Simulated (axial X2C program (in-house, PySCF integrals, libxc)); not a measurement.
# What spin–orbit coupling does to RbGa

Calculated with an in-house all-electron X2C program for linear molecules (integrals from PySCF). Spin-free means the one-electron spin-free X2C Hamiltonian; two-component (2c) means X2C with spin–orbit coupling and atomic mean-field two-electron Coulomb and Gaunt terms, so the difference of the two also holds small scalar two-electron terms. Basis: Rb dyall-cv3z [12s13p8d4f1g], Ga dyall-cv3z [9s9p7d4f1g] (cores contracted in-house); Gaussian nuclei, density fitting, unrestricted open shells. Masses: Rb 84.912 u, Ga 68.926 u.

Spin-free state: M_S = 1, Λ = 1 (beyond evenly filled blocks: σα, π+α); fragments Rb + Ga.

```tsv
level	Re (Å)	ωe (cm⁻¹)	De (eV)	μ (D)
PBE0	3.456	90.3	0.547	-6.85
HF	3.644	77.9	0.102	-8.93
MP2	3.494	85.6	0.390	n/a
CCSD	3.519	86.3	0.417	n/a
CCSD(T)	3.505	87.5	0.441	n/a
PBE	3.465	87.1	0.593	-5.92
```

Correlated methods: 12 electrons correlated (number of frozen shells: Rb 3 s, 2 p, 1 d; Ga 3 s, 2 p, 1 d), 324 virtual spin orbitals or spinors in MP2, 90 natural virtuals in coupled cluster.

Dipoles are positive if Ga is the positive end.

Two-component determinant lowest at the distance of the search:

Ω = 2 (⟨Sz⟩ = 1.00, ⟨Lz⟩ = 1.00 at HF); fragments Rb + Ga.

```json
{"level": "PBE0", "Re (Å)": "3.457", "ωe (cm⁻¹)": "90.5", "De (eV)": "n/a", "μ (D)": "-6.88"}
{"level": "HF", "Re (Å)": "3.642", "ωe (cm⁻¹)": "78.9", "De (eV)": "n/a", "μ (D)": "-9.02"}
{"level": "MP2", "Re (Å)": "3.494", "ωe (cm⁻¹)": "86.1", "De (eV)": "0.309", "μ (D)": "n/a"}
{"level": "CCSD", "Re (Å)": "3.520", "ωe (cm⁻¹)": "86.7", "De (eV)": "0.337", "μ (D)": "n/a"}
{"level": "CCSD(T)", "Re (Å)": "3.506", "ωe (cm⁻¹)": "87.8", "De (eV)": "0.362", "μ (D)": "n/a"}
{"level": "PBE", "Re (Å)": "3.467", "ωe (cm⁻¹)": "87.2", "De (eV)": "n/a", "μ (D)": "-5.95"}
```

Task: From the two tables, how do the constants change at the CCSD(T) level (2c against spin-free)?

Result: At the CCSD(T) level Re rises by 0.001 Å and ωe increases by 0.3 cm⁻¹; De changes by -0.079 eV.

Occupations by symmetry block were frozen at the best pattern of an incomplete PBE0 search. De is counted from the lowest determinant-based energies of the atoms at the same level, without counterpoise correction. De is not given where an atomic determinant may have missed its ground term or J level, or where the truncated virtual space spoils (T). Density functionals use the spin component along the axis (collinear). Coupled cluster ran in a truncated set of natural virtual spinors; the MP2 energy of the rest was added. (T) has no such correction and the atoms are truncated less, which lowers De at CCSD(T) by a hundredth of an eV or more. Other states lie close and PBE0, whose exact exchange favours high spin, may order them wrongly; the determinant shown need not be the ground state. The nearest other spin-free determinant of the search, M_S = 0, Λ = 0, lies 0.17 eV up at the distance of the search. Without a current term, density functionals place determinants with orbital angular momentum somewhat too high. The atomic limit has a lower orbital projection than the molecule and lies lower at mean-field level, so De may be about a tenth of an eV too small. With several unpaired electrons one determinant need not be a pure state. Open-shell Ω = 0 determinants with evenly filled partner blocks cannot be reached by this program, so the Ω shown need not be the lowest component. At some level and bond length an empty orbital lies below a filled one. With the outer-core shells frozen, correlated bond lengths of heavy atoms tend to come out a few hundredths of an ångström too long.
